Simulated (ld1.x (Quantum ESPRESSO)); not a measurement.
The numbers below are computed, except where a source is named.
Potentials for antimony compared

Generated with ld1.x 7.5 (TM, RRKJ, ultrasoft, PAW), atompaw 4.2 or ONCVPSP 4.0.1. The cutoff is in Ry: for ld1.x and atompaw files where the sum of valence levels is converged to 10 mRy in a Bessel basis, for ONCV files where the hardest occupied wave has 1 mHa per electron of residual kinetic energy. The error is the largest all-electron minus pseudo excitation energy over each file’s own four to seven test configurations (ionisations up to +4, promotions, holes and added fractions of an electron), all of which were solved. The labels leave out finer settings (local radius, basis sizes, second energies), which also bear on the numbers. Spin-polarised tests are not counted. The rows are a selection from randomly drawn settings: files with unsolved tests, undetermined cutoffs or missed reference levels are left out.

A true bound ghost makes a file unfit for plane-wave use even where its test errors are small: the radial tests pick states by their node count and pass the ghost by.

| potential | cutoff (Ry) | largest error (meV) | bound ghosts |
| --- | --- | --- | --- |
| TM, PBE, scalar-relativistic, rc 1.85/2.00/1.60 (spd), local s, core correction yes, reference 4d10 5s2 5p1.5 | 90 | -458 | none |
| TM, PBE, fully relativistic, rc 1.45/2.35/2.20 (spd), local s, core correction no, reference 5s1.75 5p3.25 | 40 | +276 | d3/2, d5/2 |
| TM, LDA (PZ), scalar-relativistic, rc 1.80/1.90/1.55 (spd), local s, core correction yes, reference 4d10 5s2 5p3 | 90 | -333 | none |
| TM, LDA (PZ), scalar-relativistic, rc 1.75/2.30 (sp), local smoothed, core correction yes, reference 5s2 5p3 | 25 | -98 | none |

Fill in the row for Sb: TM semilocal, PBEsol, scalar-relativistic, rc 1.55/2.50 (sp), local s, core correction yes, reference 5s2 5p2.5.

cutoff 45 Ry, largest error -53 meV, bound ghosts: none.

Fill in the row for Sb: TM, PBE, scalar-relativistic, rc 1.70/2.35/2.60 (spd), local p, core correction yes, reference 5s2 5p3.

cutoff 30 Ry, largest error -120 meV, bound ghosts: none.
